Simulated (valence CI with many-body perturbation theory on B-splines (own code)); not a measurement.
Results of a calculation; reference values are marked as such.
## Energy levels of As²⁰⁺

Level of theory: valence CI with perturbative core correlation (CI+MBPT): three valence electrons over a frozen Dirac-Fock core [Ne], radial functions for each j: 11 s, 11 p, 10 d, 8 f, 5 g, 2 h, with the one-electron correlation potential Σ1 (screened to all orders), the two-electron term Σ2, the three-electron term Σ3, Breit, model QED; selected single and double excitations, second order for the rest, scaled by the run's own slope (own B-spline code, finite nucleus).

No measured levels were compared; by estimate levels of excited configurations hold to 0.05 to 0.15 % of their energy, terms of the ground configuration to about 0.5 %.

Levels 46 to 90 of 151, with energies above the lowest level, 3s²3p ²P°_1/2. "Leading %" is the weight of the configuration and term that name the level; weights of strongly mixed levels are sums over their largest components and can fall short, so below about 35 % the name and the second component can differ from the true leading terms, or belong to a minority configuration. In the jj column 3d3/2^4 stands for four electrons in 3d with j = 3/2.

```csv
No.,Configuration,Term,J,E (cm⁻¹),Leading %,Second component,Leading jj
46,3p²3d,⁴F,7/2,1511200,74,18 % 3p²3d ⁴D,3p1/2 3p3/2 3d5/2 (86 %)
47,3p²3d,⁴D,1/2,1516800,80,18 % 3p²3d ²P,3p1/2 3p3/2 3d3/2 (97 %)
48,3p²3d,⁴F,9/2,1528900,76,22 % 3p²3d ²G,3p1/2 3p3/2 3d5/2 (78 %)
49,3p²3d,⁴D,3/2,1538700,60,28 % 3p²3d ²P,3p1/2 3p3/2 3d5/2 (68 %)
50,3p²3d,⁴D,5/2,1539900,68,13 % 3p²3d ⁴F,3p1/2 3p3/2 3d5/2 (53 %)
51,3p²3d,²G,7/2,1571400,61,19 % 3p²3d ⁴D,3p3/2^2 3d3/2 (34 %)
52,3p²3d,²P,1/2,1571500,67,17 % 3p²3d ⁴D,3p3/2^2 3d5/2 (54 %)
53,3p²3d,⁴D,7/2,1575500,55,19 % 3p²3d ²G,3p3/2^2 3d5/2 (74 %)
54,3p²3d,⁴P,5/2,1581100,50,40 % 3p²3d ²D,3p1/2 3p3/2 3d5/2 (70 %)
55,3p²3d,⁴P,3/2,1588800,42,30 % 3p²3d ²D,3p1/2 3p3/2 3d3/2 (72 %)
56,3p²3d,²G,9/2,1596400,66,24 % 3p²3d ⁴F,3p3/2^2 3d5/2 (75 %)
57,3p²3d,⁴P,1/2,1608400,77,14 % 3p²3d ²P,3p1/2 3p3/2 3d3/2 (53 %)
58,3p²3d,²D,5/2,1622200,49,36 % 3p²3d ⁴P,3p3/2^2 3d3/2 (36 %)
59,3p²3d,⁴P,3/2,1622200,42,39 % 3p²3d ²D,3p3/2^2 3d3/2 (75 %)
60,3p²3d,²P,1/2,1645800,65,18 % 3s3d² ²P,3p1/2 3p3/2 3d5/2 (69 %)
61,3p²3d,²D,3/2,1646700,67,12 % 3p²3d ²P,3p1/2 3p3/2 3d5/2 (55 %)
62,3p²3d,²F,5/2,1672700,71,13 % 3s3d² ²F,3p1/2 3p3/2 3d5/2 (31 %)
63,3p²3d,²P,3/2,1685700,50,18 % 3p²3d ²D,3p3/2^2 3d5/2 (54 %)
64,3p²3d,²S,1/2,1686500,70,12 % 3p²3d ⁴P,3p3/2^2 3d5/2 (38 %)
65,3p²3d,²F,7/2,1700200,84,12 % 3s3d² ²F,3p3/2^2 3d3/2 (46 %)
66,3p²3d,²D,5/2,1705500,85,6 % 3s3d² ²D,3p3/2^2 3d5/2 (77 %)
67,3s3d²,⁴F,3/2,1709400,99,,3s 3d3/2^2 (70 %)
68,3s3d²,⁴F,5/2,1713400,97,,3s 3d3/2 3d5/2 (65 %)
69,3s3d²,⁴F,7/2,1718300,99,,3s 3d3/2 3d5/2 (80 %)
70,3s3d²,⁴F,9/2,1724700,100,,3s 3d5/2^2 (77 %)
71,3s3d²,⁴P,1/2,1762400,99,,3s 3d3/2^2 (43 %)
72,3s3d²,⁴P,3/2,1764800,99,,3s 3d3/2 3d5/2 (93 %)
73,3s3d²,⁴P,5/2,1767600,95,,3s 3d3/2 3d5/2 (56 %)
74,3p²3d,²D,5/2,1769900,76,8 % 3p²3d ²F,3p3/2^2 3d5/2 (54 %)
75,3p²3d,²D,3/2,1780000,90,6 % 3s3d² ²D,3p3/2^2 3d3/2 (50 %)
76,3s3d²,²D,3/2,1824200,77,20 % 3p²3d ²D,3s 3d5/2^2 (36 %)
77,3s3d²,²D,5/2,1824500,79,16 % 3p²3d ²D,3s 3d5/2^2 (46 %)
78,3s3d²,²G,7/2,1827000,88,10 % 3p²3d ²G,3s 3d3/2 3d5/2 (71 %)
79,3s3d²,²G,9/2,1828000,88,11 % 3p²3d ²G,3s 3d3/2 3d5/2 (68 %)
80,3s3d²,²F,5/2,1881900,68,28 % 3p²3d ²F,3s 3d3/2 3d5/2 (43 %)
81,3s3d²,²F,7/2,1886900,74,25 % 3p²3d ²F,3s 3d5/2^2 (48 %)
82,3s3d²,²P,1/2,1923200,60,20 % 3p²3d ²P,3s 3d3/2 3d5/2 (42 %)
83,3s3d²,²P,3/2,1933200,70,25 % 3p²3d ²P,3s 3d3/2 3d5/2 (38 %)
84,3s3d²,²S,1/2,1937900,73,13 % 3s3d² ²P,3s 3d5/2^2 (66 %)
85,3p3d²,⁴G°,5/2,2067600,87,11 % 3p3d² ²F°,3p1/2 3d3/2^2 (78 %)
86,3p3d²,⁴G°,7/2,2085600,91,,3p1/2 3d3/2 3d5/2 (77 %)
87,3p3d²,⁴G°,9/2,2107600,90,5 % 3p3d² ⁴F°,3p3/2 3d3/2 3d5/2 (42 %)
88,3p3d²,²F°,5/2,2117500,43,23 % 3p3d² ²D°,3p1/2 3d3/2 3d5/2 (66 %)
89,3p3d²,²D°,3/2,2130800,59,18 % 3p3d² ⁴D°,3p1/2 3d3/2 3d5/2 (77 %)
90,3p3d²,⁴G°,11/2,2141100,100,,3p3/2 3d5/2^2 (76 %)
```

Names give the largest LS component (configuration and term), which can be under half, so a name can repeat, a term be missing and a line seem to break the LS rules; names also repeat where a configuration has a term twice.

Where two levels of one J and parity lie close, their mixing, g and order are uncertain.
